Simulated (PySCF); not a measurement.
## Molecular orbitals of BrF⁺

CAM-B3LYP at R = 1.708 Å; PySCF, scalar-relativistic core potentials, basis sets Br aug-cc-pVDZ-PP with ECP10, F aug-cc-pVDZ. State: ²Π (doublet), unpaired electrons π ↑. Only the outer orbitals are listed, counted within each symmetry, core potentials removing the inner ones.

| spin | orbital | occ. | ε (eV) | on Br (%) | main shells (%) |
| --- | --- | --- | --- | --- | --- |
| α | 5σ | 1 | -44.82 | 6 | 90 F s |
| α | 6σ | 1 | -34.55 | 86 | 85 Br s, 10 F s |
| α | 7σ | 1 | -24.87 | 36 | 61 F p, 29 Br p |
| α | 3π | 1 | -24.23 | 25 | 75 F p, 24 Br p |
| α | 3π | 1 | -23.59 | 19 | 81 F p, 18 Br p |
| α | 4π | 1 | -20.36 | 77 | 76 Br p, 23 F p |
| α | 4π | 1 | -19.22 | 83 | 82 Br p, 18 F p |
| α | 8σ | 0 | -10.65 | 81 | 73 Br p, 24 F p |
| β | 5σ | 1 | -44.44 | 6 | 91 F s |
| β | 6σ | 1 | -33.42 | 84 | 84 Br s, 9 F s |
| β | 7σ | 1 | -24.58 | 37 | 60 F p, 28 Br p, 8 Br s |
| β | 3π | 1 | -23.42 | 17 | 82 F p, 17 Br p |
| β | 3π | 1 | -22.81 | 16 | 83 F p, 15 Br p |
| β | 4π | 1 | -18.87 | 84 | 83 Br p, 16 F p |
| β | 4π | 0 | -13.57 | 86 | 85 Br p, 14 F p |
| β | 8σ | 0 | -10.30 | 81 | 72 Br p, 24 F p |

**Question.** Which are the highest filled and the lowest empty level, where do they sit, and how wide is the gap?

**Answer.** Highest filled β 4π at -18.87 eV (in %: 83 Br p, 16 F p); lowest empty β 4π at -13.57 eV (in %: 85 Br p, 14 F p); the gap at CAM-B3LYP is 5.30 eV. Both belong to one degenerate shell, split only by its one-sided filling, so this is no excitation gap.

The bond order (Mayer) is 1.02 and the ⟨S²⟩ is 0.752. The charge on Br (Mulliken, basis-dependent) is 1.25. The charge on Br (Löwdin, basis-dependent) is 1.27 and the dipole moment (positive dipole points towards F; it is taken about the centre of mass and depends on that origin) is -1.65 D. The polarisability along the bond is 23.6 bohr³ and the polarisability across the bond is 13.9 bohr³.

Spin–orbit coupling is left out. The state was picked by a PBE0 search and need not be the measured ground state.
